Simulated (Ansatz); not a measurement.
Basis sets compared for Na₃Cl₂. The state is a doublet with charge 0. Geometry PBE0-D4/def2-SVP. Ansatz on 4 threads of Arm Neoverse V2 on a shared host; times are rough, and most runs start from earlier orbitals.

```csv
atom,x (Å),y (Å),z (Å)
Na1,-2.7021,-1.3559,0.9058
Na2,-0.6291,1.2805,0.3386
Na3,1.9620,-0.4959,-0.7420
Cl4,1.7754,1.9137,-0.1741
Cl5,-0.4062,-1.3423,-0.3284
```

The structure comes from a short search, and lower isomers may exist.

```
           level  functions  energy (Eh)  HOMO (eV)  LUMO (eV)  wall time
 PBE-D4/def2-SVP         81   -1406.3027      -2.79      -1.98      1.4 s
PBE0-D4/def2-SVP         81   -1406.4304      -3.27      -1.36      2.2 s
```

Problem. Estimate the rows for PBE-D4/def2-TZVP (with forces), PBE0-D4/def2-TZVP.

Solution. 
```
                         level  functions  energy (Eh)  HOMO (eV)  LUMO (eV)  wall time
PBE-D4/def2-TZVP (with forces)        170   -1406.7939      -2.84      -1.99      2.9 s
             PBE0-D4/def2-TZVP        170   -1406.9144      -3.32      -1.35      3.8 s
```
